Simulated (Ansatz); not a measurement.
System: sum formula H$_{4}$BSiO$_{3}$ (charge 0, doublet). It need not be the lowest isomer of its formula. 
Geometry from a B3LYP-D3(BJ)/def2-TZVP (Ansatz, an electronic-structure program) optimisation:
SMILES: OB(O)O[SiH2]
```xyz
9

O     -1.9987    -0.8992    -0.2162
B     -0.8876    -0.0999    -0.2492
O     -0.9631     1.1448    -0.8093
O      0.3021    -0.5341     0.2721
Si     1.7918     0.1798     0.4199
H     -1.8316    -1.7513     0.1978
H     -1.8405     1.3539    -1.1442
H      1.6735     1.4682     1.1558
H      2.6292    -0.7811     1.1848
```
Charge 0, spin multiplicity 2.

Basis-set convergence of Hartree-Fock and CCSD correlation energies (hartree) with Ansatz. Valence correlation only, unless marked. Open shells are spin-unrestricted. Spin-orbit coupling is left out. Non-relativistic.

```json
[
 {"basis": "cc-pV(D+d)Z", "functions": "99", "E(HF)": "-540.72582", "E(corr, CCSD)": "-0.74564"},
 {"basis": "cc-pV(T+d)Z", "functions": "215", "E(HF)": "-540.83136", "E(corr, CCSD)": "-0.93044"},
 {"basis": "cc-pV(Q+d)Z", "functions": "404", "E(HF)": "-540.85522", "E(corr, CCSD)": "-0.99362"}
]
```

Extrapolating the two largest sets (X = 3 and 4) as X^-3: E(corr) = (64·(-0.99362) - 27·(-0.93044))/37 = -1.0397 Eh, an estimate of the basis-set limit. The largest set recovers 95.6 % of it, the smallest 71.7 %.
